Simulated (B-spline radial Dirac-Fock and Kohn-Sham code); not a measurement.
**Ce⁺ in Watson spheres of different radius**

Model: ΔSCF Dirac-Fock with Breit, self-energy and vacuum polarisation, finite nucleus, configuration average. Program: a radial finite-basis atomic code. The ion, [Xe] 4f1 5d2, sits in a hollow sphere of charge Q = -1, a simple model of the Madelung potential. Inside the sphere an electron's potential energy is raised by the constant 14.40·|Q|/R eV, so binding energies fall by about that much as long as the orbitals stay inside.

```csv
radius (Å),14.40 |Q|/R (eV),1s (eV),2s (eV),2p1/2 (eV),2p3/2 (eV),3s (eV),3p1/2 (eV),3p3/2 (eV),3d3/2 (eV),3d5/2 (eV),4s (eV),4p1/2 (eV),4p3/2 (eV),4d3/2 (eV),4d5/2 (eV),4f (eV),5s (eV),5p1/2 (eV),5p3/2 (eV),5d (eV)
2,7.20,40447.8,6561.8,6171.8,5730.7,1447.8,1283.0,1194.6,909.7,891.3,306.8,243.7,224.7,119.3,116.0,7.25,46.03,26.96,24.21,3.24
2.4,6.00,40448.7,6562.7,6172.7,5731.6,1448.6,1283.8,1195.4,910.5,892.1,307.6,244.5,225.6,120.1,116.9,8.10,46.90,27.84,25.09,4.06
```

From the smallest to the largest radius 1s moves by +0.8 eV, while the constant potential alone would give +1.2 eV; the difference comes from charge outside the sphere and its screening.

Values without a named source are computed, but for edge energies of neutral atoms, which are taken from tables.
